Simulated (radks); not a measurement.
Ionisation of neutral niobium, [Kr] 4d4 5s1, to [Kr] 4d4 as the strength of local exchange is varied. Method: scalar-relativistic Kohn-Sham, Slater X-alpha exchange (alpha = 2/3 is LDA exchange), no correlation, spin-polarised, spherical densities, finite nucleus; open shells are filled with parallel spins first (spin-orbit coupling, left out, can overturn this in heavy ions); Fermi nuclear charge, rms radius 4.324 fm; computed with a radial shooting solver on a logarithmic mesh with Libxc functionals.

alpha  E(Nb) (hartree)  exchange (hartree)  IE (eV)  -e of the level emptied (eV)  <r> of it (bohr)
0.555      -3793.31951           -91.85346    6.327                    3.676 (5s)             3.742
0.585      -3798.29538           -96.94678    6.492                    3.825 (5s)             3.711
0.64       -3807.43492          -106.31845    6.801                    4.107 (5s)             3.655
0.667      -3811.92970          -110.93514    6.956                    4.251 (5s)             3.628
0.67       -3812.42945          -111.44876    6.973                    4.267 (5s)             3.625
0.776      -3830.12942          -129.68010    7.598                    4.857 (5s)             3.518
1.026      -3872.19871          -173.31914    9.170                    6.400 (5s)             3.283

NIST Atomic Spectra Database: 6.759 eV (measured). The Delta-SCF value meets it near alpha = 0.63. Open shells are spherical and high-spin; term and fine-structure splittings are not resolved.
